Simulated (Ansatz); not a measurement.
Species: C₂H₅Si, charge 0, doublet. C2H5Si (SMILES C=[C][SiH3], doublet).
B3LYP-D3(BJ)/def2-TZVP minimum from Ansatz (a program for electronic structure):
```xyz
8

Si     1.0511    -0.3054    -0.2814
C     -0.6182     0.3311     0.0407
C     -1.8112     0.4521     0.5459
H      1.1603    -0.6812    -1.7088
H      1.3552    -1.5011     0.5494
H      2.0412     0.7501     0.0288
H     -2.5002     1.2420     0.2445
H     -2.1959    -0.2334     1.3056
```
Charge 0, spin multiplicity 2.

Total energies in cc-pV(D+d)Z, 17 correlated electrons, 7 frozen orbitals. UHF or UKS for unpaired electrons; spin-orbit terms are left out. Cores are frozen in correlated methods. No relativity. The UHF reference of C2H5Si (C=[C][SiH3], doublet) is spin-contaminated (<S^2> up to 0.19 over the pure value in the sets run).

```
method    program  energy (Eh)  minus CCSDT(Q) (mEh)
--------  -------  -----------  --------------------
HF         Ansatz   -367.51136                401.27
MP2        Ansatz   -367.84003                 72.60
CCSD       Ansatz   -367.89766                 14.97
CCSD(T)    Ansatz   -367.91005                  2.58
CCSDT(Q)   Ansatz   -367.91263                  0.00
```

Rough core times of Ansatz's runs on a shared machine: CCSD(T) under 20 s, CCSDT(Q) 10 min.
